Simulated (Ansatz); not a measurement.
Consider the formal exchange of groups at the Sb–C bond: `C[CH2][SbH2]` + I₂ → `[SbH2][I]` + `CCI`.

Isolated molecules relaxed with PBE0-D4/def2-TZVP in Ansatz; ΔE leaves out vibrations. CBS: MP2 limit from def2 TZ/QZ plus the TZ coupled-cluster correction, frozen cores. DFT in def2-TZVPP. Elements past krypton have def2 core potentials. For I, Sb outer-core shells are correlated without core-valence functions, which leaves a few kJ/mol of doubt a bond.

`C[CH2][SbH2]`:

Cartesian coordinates in Å:
```
C -0.966 0.232 -0.519
C 0.063 0.658 0.511
Sb 1.747 -0.688 0.750
H -1.784 0.957 -0.585
H -1.401 -0.738 -0.268
H -0.521 0.142 -1.512
H -0.382 0.755 1.504
H 0.495 1.632 0.265
H 1.986 -0.863 -0.936
H 0.762 -2.087 0.790
```

I₂:

```xyz
2

I     0.721    0.051   -1.114
I    -0.721   -0.051    1.114
```

`[SbH2][I]`:

```xyz
4

Sb   -0.634   -0.586   -0.011
I     1.551   -0.091    1.539
H    -1.129    1.051   -0.046
H     0.213   -0.375   -1.482
```

`CCI`:

Z-matrix (Å, degrees):
```
C
C 1 1.507
H 1 1.091 2 111.5
H 1 1.095 2 109.4 3 119.5
H 1 1.091 2 111.5 3 -121.0
I 2 2.149 1 112.1 3 60.5
H 2 1.088 1 112.7 3 178.4
H 2 1.088 1 112.7 3 -57.4
```

Q: Is it downhill or uphill in electronic energy at CCSD(T)/CBS, and by how much? (Best estimate.)

A: Computed: Downhill: ΔE = -73.4 kJ/mol.

Q: What do these levels give: B97M-V, r2SCAN0-D4, CAM-B3LYP-D4, PBE-QIDH, PBE, r2SCANh, r2SCAN0, BHLYP, MP2/def2-SVP, HF/def2-TZVPP, MP2/def2-TZVPP, MP2/CBS(def2)? (Estimate.)

A: The calculation gave: B97M-V -73.2, r2SCAN0-D4 -80.9, CAM-B3LYP-D4 -74.0, PBE-QIDH -81.7, PBE -74.5, r2SCANh -80.4, r2SCAN0 -81.4, BHLYP -79.7, MP2/def2-SVP -85.6, HF/def2-TZVPP -87.5, MP2/def2-TZVPP -83.2, MP2/CBS(def2) -79.9 kJ/mol.

Largest T1 diagnostic among the species: 0.012.

Leaving LDA and LC-ωPBE aside and taking each functional with its dispersion term where it has one, the values, not all of them listed here, spread over 11.9 kJ/mol, from PBE-QIDH to revPBE-D4. From PBE to PBE0 (25 % exact exchange), in def2-TZVPP and without D4, ΔE moves by −3.2 kJ/mol.
